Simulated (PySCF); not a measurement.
Where the electron goes

C8H10O2.
SMILES with atom numbers: `[CH2:1]=[CH:2][C:3](=[CH2:4])/[CH:5]=[CH:6]\[O:7][C:8]([CH3:9])=[O:10]` (hydrogens: H11, H12 on C1; H13 on C2; H14, H15 on C4; H16 on C5; H17 on C6; H18, H19, H20 on C9)

Method used: TDDFT wB97X-D/def2-SVPD, vertical, gas phase, core orbitals frozen in the response in PySCF 2.14.0, density-fitted response routines. Isolated species at its PBE0-D3(BJ)/def2-SVP geometry (one conformer only). Torsions of this conformer, `[CH2:1]=[CH:2][C:3](=[CH2:4])/[CH:5]=[CH:6]\[O:7][C:8]([CH3:9])=[O:10]`: C1–C2–C3–C4 -168°, C2–C3–C5–C6 52°, C5–C6–O7–C8 -178°, C6–O7–C8–C9 179°.

Kohn–Sham orbitals with the atoms that hold most of them (Löwdin shares over 4%, at most four atoms; ? is withheld):

```
orbital  ε (eV)                           atoms
 LUMO+2    2.21    C9 18%, C8 14%, C1 8%, C6 8%
 LUMO+1    1.28  C8 21%, O10 16%, C5 10%, C2 9%
   LUMO    0.55                               ?
   HOMO   -8.37  C4 24%, C3 16%, C1 15%, C2 11%
 HOMO-1   -9.28                               ?
 HOMO-2  -10.39    O10 66%, O7 9%, C9 9%, C8 9%
 HOMO-3  -11.26  C2 22%, C3 22%, C1 11%, C4 11%
```

Question: Which atoms hold the HOMO-1, and with what shares?

Answer: C5 (bonded to 2 C and H) 23%; C6 (bonded to C, O and H) 16%; O7 (bonded to 2 C) 14%; C2 (bonded to 2 C and H) 14%. By element: carbon 53% or more, oxygen 14% or more.

Question: Which atoms hold the LUMO, and with what shares?

Answer: C4 (bonded to C and 2 H) 24%; C3 (bonded to 3 C) 16%; C1 (bonded to C and 2 H) 14%; C2 (bonded to 2 C and H) 8%.

Question: How does S1 compare with the orbital gap of 8.92 eV?

Answer: S1 is at 5.30 eV (f = 0.406), 3.62 eV below the gap, made of HOMO→LUMO (85%), HOMO-1→LUMO (11%). 

Question: One configuration dominates each of S1 and S5. Which, and how do the shares of the two leading atoms of either orbital change from the occupied to the empty one?

Answer: 
- S1 (5.30 eV, f 0.406), HOMO→LUMO (85%): C4 24% → 24%, C3 16% → 16%
- S5 (6.64 eV, f 0.338), HOMO-1→LUMO+1 (81%): C5 23% → 10%, C6 16% → at most 9%, C8 at most 14% → 21%, O10 at most 14% → 16%
